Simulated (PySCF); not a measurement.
In: ionisation energy

In [Kr] 4d10 5s2 5p1 (2P) → In⁺ [Kr] 4d10 5s2 (1S), as a difference of total energies. Computed with PySCF 2.14 in aug-cc-pwCVDZ-PP with ECP28MDF (6s5p4d1f, 48 functions), with a scalar-relativistic core potential. Correlated levels: valence: 4s2 4p6 4d10 frozen. The calculations carry no spin-orbit coupling.

| method | ionisation energy (eV) |
| --- | --- |
| UHF | 5.207 |
| MP2 (valence) | 5.347 |
| SCS-MP2 (valence) | 5.326 |
| CCSD (valence) | 5.409 |
| CCSD(T) (valence) | 5.424 |
| CCSDT (valence) | 5.431 |

How much does correlation contribute at CCSD(T) (valence)?

5.424 − (5.207) = 0.217 eV, measured against UHF.

Errors of the correlated levels include the incompleteness of this basis and the frozen core.

For comparison: 5.603 eV (measured; NIST levels, between the centres of gravity of the two terms).
